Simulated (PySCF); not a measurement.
C₅H₈Si.
Atom-mapped SMILES: `[SiH3:1][CH2:2][CH:3]=[C:4]1[CH:5]=[CH:6]1` (hydrogens: H7, H8, H9 on Si1; H10, H11 on C2; H12 on C3; H13 on C5; H14 on C6)

Computed, not measured: PySCF 2.14.0, PBE0-D3(BJ)/def2-SVP geometry optimisation, gas phase.

(1) What internal coordinates does the optimisation give?

Answers

(1) 
| bond | length (Å) | order |
| --- | --- | --- |
| Si1–C2 | 1.891 | single |
| C2–C3 | 1.502 | single |
| C3=C4 | 1.333 | double |
| C4–C5 | 1.439 | single |
| C5=C6 | 1.321 | double |
| C4–C6 | 1.443 | single |
| Si1–H7, Si1–H8, Si1–H9 | 1.498 | single |
| C2–H10, C2–H11 | 1.104 | single |
| C3–H12 | 1.095 | single |
| C5–H13 | 1.088 | single |
| C6–H14 | 1.088 | single |

Bonds in one row agree within 0.01 Å and their mean is given. Orders are formal, as drawn. A selection of angles:
| angle | degrees |
| --- | --- |
| C2–Si1–H7 | 110.2 |
| C2–Si1–H9 | 111.9 |
| H7–Si1–H8 | 108.3 |
| Si1–C2–C3 | 111.4 |
| Si1–C2–H10 | 108.1 |
| Si1–C2–H11 | 108.5 |
| C3–C2–H10 | 110.9 |
| H10–C2–H11 | 106.4 |
| C2–C3–C4 | 124.1 |
| C2–C3–H12 | 117.8 |
| C4–C3–H12 | 118.0 |
| C3–C4–C5 | 153.3 |
| C3–C4–C6 | 152.2 |
| C5–C4–C6 | 54.6 |
| C4–C5–C6 | 62.9 |
| C4–C5–H13 | 149.1 |
| C6–C5–H13 | 148.0 |
| C5–C6–H14 | 147.8 |
| C4–C6–C5 | 62.5 |
| C4–C6–H14 | 149.6 |

Dihedral angles: Si1–C2–C3–C4 103° (anticlinal); C2–C3–C4–C5 -179° (antiperiplanar); C3–C4–C5–C6 -179° (antiperiplanar); C3–C4–C6–C5 179° (antiperiplanar). The mirror-image conformer, all signs reversed, is as good.

Si1 (SiH3 silicon) is tetrahedral (angles from 108.1° to 111.9°). The 3-membered ring C4–C5–C6 has internal angles of 54.6° to 62.9°. The C–C distances run from 1.321 Å (C5=C6, drawn double) to 1.502 Å (C2–C3, drawn single), a spread of 0.181 Å.

Point group: C1 (no symmetry element, even within 0.4 Å). No PBE0-D3(BJ)/def2-SVP frequencies stand behind this structure, so it isn't proved a minimum. One conformer, not necessarily the lowest.
